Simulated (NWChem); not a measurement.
System: CH5FMoN2; SMILES [Mo]([F])([CH3])(=[NH])=[NH]

Input file for NWChem:

```
start job
memory heap 200 mb stack 900 mb global 1100 mb
geometry units angstroms noautoz
  Mo    -0.018705    -0.070490     0.008411
  N     -0.611619     0.637294    -1.439798
  H     -1.230748     1.224633    -1.994914
  N     -0.773740     0.654061     1.370429
  H     -1.454028     1.247391     1.841269
  F     -0.105003    -1.936908     0.014706
  C      1.955199     0.646096     0.117804
  H      2.015716     1.743321     0.114648
  H      2.507942     0.256320    -0.753022
  H      2.403817     0.267514     1.051198
end
basis spherical
  Mo library def2-svpd
  N library def2-svpd
  H library def2-svpd
  F library def2-svpd
  C library def2-svpd
end
ecp
  Mo library def2-ecp
end
dft
  xc hfexch
  iterations 150
  mulliken
end
task dft gradient
```

Excerpt of the output:

```
             Northwest Computational Chemistry Package (NWChem) 7.3.0
             --------------------------------------------------------

 CS  symmetry detected

                             Geometry "geometry" -> ""
                             -------------------------

 Output coordinates in angstroms (scale by  1.889725989 to convert to a.u.)

  No.       Tag          Charge          X              Y              Z
 ---- ---------------- ---------- -------------- -------------- --------------
    1 Mo                  42.0000    -0.05657993    -0.06457842     0.00000000
    2 N                    7.0000    -0.97198546     0.29739871    -1.40747454
    3 H                    1.0000    -1.81201559     0.55573798    -1.92137044
    4 N                    7.0000    -0.97198546     0.29739871     1.40747454
    5 H                    1.0000    -1.81201559     0.55573798     1.92137044
    6 F                    9.0000     0.65765656    -1.79109784     0.00000000
    7 C                    6.0000     1.42952833     1.42311809     0.00000000
    8 H                    1.0000     1.01851846     2.44225784     0.00000000
    9 H                    1.0000     2.04679363     1.28807503    -0.90362829
   10 H                    1.0000     2.04679363     1.28807503     0.90362829

 Effective nuclear repulsion energy (a.u.)     482.2463093002

      Symmetry information
      --------------------

 Group name             Cs
 Group number              2
 Group order               2
 No. of unique centers     7

 Summary of "ao basis" -> "ao basis" (spherical)
 ------------------------------------------------------------------------------
       Tag                 Description            Shells   Functions and Types
 ---------------- ------------------------------  ------  ---------------------
 Mo                        def2-svpd                12       34   5s4p2d1f
 N                         def2-svpd                 8       20   4s2p2d
 H                         def2-svpd                 4        8   2s2p
 F                         def2-svpd                 9       23   4s3p2d
 C                         def2-svpd                 8       20   4s2p2d

      Symmetry analysis of basis
      --------------------------

        a'         95
        a"         62

            General Information
            -------------------
          SCF calculation type: DFT
          Wavefunction type:  closed shell.
          No. of atoms     :    10
          No. of electrons :    48
           Alpha electrons :    24
            Beta electrons :    24
          Charge           :     0
          Spin multiplicity:     1
          Use of symmetry is: on ; symmetry adaption is: on
          Maximum number of iterations: 150
          AO basis - number of functions:   157
                     number of shells:    65
          Convergence on energy requested:  1.00D-06
          Convergence on density requested:  1.00D-05
          Convergence on gradient requested:  5.00D-04

              XC Information
              --------------
                     Hartree-Fock (Exact) Exchange  1.000

      Superposition of Atomic Density Guess
      -------------------------------------

 Sum of atomic energies:        -325.20068131

      Non-variational initial energy
      ------------------------------

 Total energy =    -316.467639
 1-e energy   =    -890.774814
 2-e energy   =     354.138772
 HOMO         =      -0.366193
 LUMO         =      -0.056764

      Symmetry analysis of molecular orbitals - initial
      -------------------------------------------------

  Numbering of irreducible representations:

     1 a'          2 a"

  Orbital symmetries:

     1 a'          2 a'          3 a"          4 a'          5 a'
     6 a"          7 a'          8 a'          9 a'         10 a'
    11 a"         12 a'         13 a'         14 a"         15 a'
    16 a'         17 a"         18 a"         19 a'         20 a'
    21 a"         22 a'         23 a"         24 a'         25 a'
    26 a"         27 a'         28 a'         29 a'         30 a"
    31 a'         32 a"         33 a'         34 a'

     ---------------------------------------------
      Total Density - Mulliken Population Analysis
     ---------------------------------------------

[...]

                         DFT ENERGY GRADIENTS

    atom               coordinates                        gradient
                 x          y          z           x          y          z
   1 Mo     -0.106921  -0.122036   0.000000    0.036697  -0.011787   0.000000
   2 N      -1.836786   0.562002  -2.659741   -0.000494   0.002961  -0.009228
   3 H      -3.424213   1.050193  -3.630864   -0.013199   0.002958  -0.008798
   4 N      -1.836786   0.562002   2.659741   -0.000494   0.002961   0.009228
   5 H      -3.424213   1.050193   3.630864   -0.013199   0.002958   0.008798
   6 F       1.242791  -3.384684   0.000000   -0.003716   0.002233   0.000000
   7 C       2.701417   2.689303   0.000000   -0.008424  -0.007098   0.000000
   8 H       1.924721   4.615198   0.000000   -0.002494   0.007061   0.000000
   9 H       3.867879   2.434109  -1.707610    0.002661  -0.001124  -0.005770
  10 H       3.867879   2.434109   1.707610    0.002661  -0.001124   0.005770
```

Level: Hartree-Fock/def2-SVPD with def2 effective core potentials on Mo. The geometry was optimised at PBE0/def2-SVP. Not confirmed as a minimum by frequencies. def2 effective core potentials on Mo; no spin-orbit coupling.
